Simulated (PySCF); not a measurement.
HgI2, SMILES [I][Hg][I].

Coordinates come from a PBE0-D3(BJ)/def2-SVP optimisation. The isomer is the one that the SMILES or the coordinates give; other isomers of the formula were not compared. The def2 effective core potentials stand for the cores of Hg, I; spin–orbit coupling is left out.

The numbers are results of PBE0-D3(BJ)/def2-SVP (PySCF), not measurements.

Frequencies are harmonic and unscaled.

Modes within 1.5 cm⁻¹ of each other (mostly degenerate sets) share a row, with their intensities summed.

| mode | ν (cm⁻¹) | IR (km/mol) | Raman (Å⁴/amu) | depolarisation | moving atoms (share of kinetic energy) |
|---|---|---|---|---|---|
| 1–2 | 51 | 1.9 | 0.0 | – | Hg 56 %, I 44 % |
| 3 | 153 | 0.0 | 27.3 | 0.30 | I 100 % |
| 4 | 229 | 22.2 | 0.0 | – | Hg 56 %, I 44 % |
